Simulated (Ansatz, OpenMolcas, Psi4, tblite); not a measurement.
How methods differ on SnSe (SMILES [Se][Sn])

SnSe has 2 atoms, charge 0, and is taken as a singlet. As SMILES, `[Se][Sn]`. The shape is that of a PBE0-D4/def2-TZVP optimisation.

```xyz
2

Se    0.0000    0.0000    0.0065
Sn    0.0000    0.0000    2.3318
```

Each level gives the electronic atomisation energy (eV). The values are calculated. Electronic energies at fixed atoms, without zero-point motion or spin-orbit coupling.

| level | kind | program | value (eV) | less CCSD(T)/def2-TZVP | CPU time (all runs) |
| --- | --- | --- | --- | --- | --- |
| GFN1-xTB | semi-empirical | tblite | 6.21 | +1.69 | under 2 s |
| HF/def2-TZVP (core potential) | Hartree–Fock | OpenMolcas | 2.34 | -2.18 | 17 s |
| SVWN5/def2-TZVP (core potential) | LDA | OpenMolcas | 5.79 | +1.27 | 31 s |
| PBE/def2-TZVP (core potential) | GGA | OpenMolcas | 4.93 | +0.41 | 39 s |
| r2SCAN/def2-TZVP (core potential) | meta-GGA | OpenMolcas | 4.75 | +0.23 | 73 s |
| B3LYP/def2-TZVP (core potential) | global hybrid | OpenMolcas | 4.61 | +0.09 | 40 s |
| M06-2X/def2-TZVP (core potential) | hybrid meta-GGA | OpenMolcas | 4.04 | -0.48 | 43 s |
| CCSD(T)/def2-TZVP (core potential) | coupled cluster or CI | Psi4 | 4.52 | 0.00 | 2.5 min |
| FCI/STO-3G | exact in the basis | Ansatz | 5.60 | +1.08 | 2.4 s |

Differences are taken from CCSD(T)/def2-TZVP (core potential) for orientation; it has basis-set and higher-order errors of its own. All-electron rows without a relativistic Hamiltonian named are non-relativistic, while core potentials hold scalar relativity, so basis and relativity change together. The values span 2.34 to 6.21 eV. High-level rows in very small sets aren't better than simpler rows in larger ones. In the correlated wave-function rows the outer d shell of Se, Sn is correlated, in sets not made for it. CPU times are rough (shared hosts, several kinds of processor): they show what a rung costs within a factor of a few.
